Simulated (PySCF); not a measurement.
Gas-phase reaction: In₂O + H₂O ⇌ 2 InH + 2 O

Method: PySCF energies plus ideal-gas RRHO corrections (1 bar). † marks an energy on the PBE0/def2-TZVP geometry and frequencies. MP2 freezes the core. Open shells (unrestricted): O (multiplicity 3); the rest are closed-shell singlets. Spin-orbit splitting is ignored; it lowers the true energy and changes the entropy of O. In: scalar-relativistic def2 core potential, no spin-orbit coupling. InH: computed as isolated molecules; such fragments, hydroxides, amides, oligomers or adducts are transient or little studied in the gas. MP2 isn't extrapolated to the basis-set limit.

MP2/def2-SVP† gives ΔH°(298 K) = 1152 kJ.

Q: What do PBE/def2-TZVP†, r2SCAN/def2-TZVP†, M06-2X/def2-TZVP† give?

A: PBE/def2-TZVP†: 1220 kJ; r2SCAN/def2-TZVP†: 1174 kJ; M06-2X/def2-TZVP†: 1177 kJ. For scale, ΔH°(298 K) is 1152 kJ at this level, 1156 kJ at ωB97M-V/def2-TZVP†, and runs from 677 to 1816 kJ over the 18 levels computed.
